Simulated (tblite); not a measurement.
C₄H₁₃B₂FSi.
Atom-mapped SMILES: `[CH3:1][CH2:2][C@H:3]([SiH3:4])[BH:5][CH2:6][BH:7][F:8]` (hydrogens: H9, H10, H11 on C1; H12, H13 on C2; H14 on C3; H15, H16, H17 on Si4; H18 on B5; H19, H20 on C6; H21 on B7)

Computed with GFN2-xTB (tblite), gas phase: L-BFGS steps from a force-field or distance-geometry start until the largest atomic force falls under 0.01 eV/Å.

Geometry at step 23:
```
atom  x, y, z in Å
C1     -1.3930    1.7909   -0.0491
C2     -1.6971    0.3192    0.1879
C3     -0.5807   -0.5409   -0.4275
Si4    -1.1039   -2.3871   -0.3661
B5      0.8097   -0.3836    0.2737
C6      2.1314   -0.0737   -0.5503
B7      2.7322    1.2786   -0.0295
F8      3.8077    1.2350    0.7384
H9     -1.3076    1.9854   -1.1151
H10    -2.1801    2.4223    0.3513
H11    -0.4491    2.0575    0.4189
H12    -1.7595    0.1222    1.2605
H13    -2.6691    0.0808   -0.2571
H14    -0.5210   -0.3010   -1.4966
H15    -0.1029   -3.2667   -0.9871
H16    -2.3801   -2.4627   -1.0965
H17    -1.2886   -2.8297    1.0205
H18     0.8815   -0.4815    1.4445
H19     1.9057   -0.0378   -1.6153
H20     2.8604   -0.8665   -0.3647
H21     2.2952    2.3561   -0.2171
```

Q: Give the atomic forces at this geometry.

A: 
```json
{"atom": "C1", "Fx (eV/Å)": "-0.017", "Fy (eV/Å)": "0.044", "Fz (eV/Å)": "0.003"}
{"atom": "C2", "Fx (eV/Å)": "0.109", "Fy (eV/Å)": "-0.109", "Fz (eV/Å)": "-0.030"}
{"atom": "C3", "Fx (eV/Å)": "0.097", "Fy (eV/Å)": "-0.107", "Fz (eV/Å)": "-0.040"}
{"atom": "Si4", "Fx (eV/Å)": "0.020", "Fy (eV/Å)": "-0.043", "Fz (eV/Å)": "0.045"}
{"atom": "B5", "Fx (eV/Å)": "-0.091", "Fy (eV/Å)": "0.003", "Fz (eV/Å)": "0.044"}
{"atom": "C6", "Fx (eV/Å)": "-0.140", "Fy (eV/Å)": "-0.075", "Fz (eV/Å)": "0.061"}
{"atom": "B7", "Fx (eV/Å)": "0.119", "Fy (eV/Å)": "0.001", "Fz (eV/Å)": "0.041"}
{"atom": "F8", "Fx (eV/Å)": "-0.046", "Fy (eV/Å)": "0.049", "Fz (eV/Å)": "0.020"}
{"atom": "H9", "Fx (eV/Å)": "0.000", "Fy (eV/Å)": "0.039", "Fz (eV/Å)": "-0.045"}
{"atom": "H10", "Fx (eV/Å)": "-0.062", "Fy (eV/Å)": "0.060", "Fz (eV/Å)": "0.052"}
{"atom": "H11", "Fx (eV/Å)": "0.029", "Fy (eV/Å)": "0.029", "Fz (eV/Å)": "0.033"}
{"atom": "H12", "Fx (eV/Å)": "-0.026", "Fy (eV/Å)": "0.020", "Fz (eV/Å)": "-0.031"}
{"atom": "H13", "Fx (eV/Å)": "0.062", "Fy (eV/Å)": "-0.033", "Fz (eV/Å)": "0.023"}
{"atom": "H14", "Fx (eV/Å)": "-0.036", "Fy (eV/Å)": "0.089", "Fz (eV/Å)": "0.048"}
{"atom": "H15", "Fx (eV/Å)": "-0.062", "Fy (eV/Å)": "0.103", "Fz (eV/Å)": "-0.018"}
{"atom": "H16", "Fx (eV/Å)": "0.086", "Fy (eV/Å)": "-0.061", "Fz (eV/Å)": "0.053"}
{"atom": "H17", "Fx (eV/Å)": "-0.040", "Fy (eV/Å)": "0.026", "Fz (eV/Å)": "-0.051"}
{"atom": "H18", "Fx (eV/Å)": "-0.019", "Fy (eV/Å)": "0.000", "Fz (eV/Å)": "-0.064"}
{"atom": "H19", "Fx (eV/Å)": "0.062", "Fy (eV/Å)": "-0.006", "Fz (eV/Å)": "-0.006"}
{"atom": "H20", "Fx (eV/Å)": "-0.046", "Fy (eV/Å)": "0.033", "Fz (eV/Å)": "-0.056"}
{"atom": "H21", "Fx (eV/Å)": "0.001", "Fy (eV/Å)": "-0.062", "Fz (eV/Å)": "-0.083"}
```

The largest, 0.17 eV/Å, acts on C6; the rms over all components is 0.057 eV/Å. The forces sum to zero within rounding, as they must for an isolated molecule in no field.

Q: Give the force on C6 in Eh/bohr and in nN.

A: 0.170 eV/Å ÷ 51.422 = 0.00331 Eh/bohr, and 0.170 eV/Å × 1.602 = 0.27 nN.

Q: How far is this geometry from the end of the optimisation?

A: 0.103 eV above it, and 0.517 Å rms away after alignment. The bonds farthest from their final lengths, with half the difference of the two atoms' forces along the bond (positive lengthens):

```csv
bond,now (Å),final (Å),force along bond (eV/Å)
C3–B5,1.565,1.554,-0.06
Si4–H15,1.470,1.465,-0.06
Si4–H16,1.472,1.467,-0.03
C2–C3,1.538,1.533,0.00
C1–C2,1.521,1.525,+0.06
B5–H18,1.177,1.173,-0.05
```

The angle farthest from its final value is Si4–C3–B5, 108.9° against 105.9°.

What follows is the cost of the whole relaxation. On an Arm Neoverse N1 with one thread, no GPU, on a shared host, this took 2.0 s of wall time.
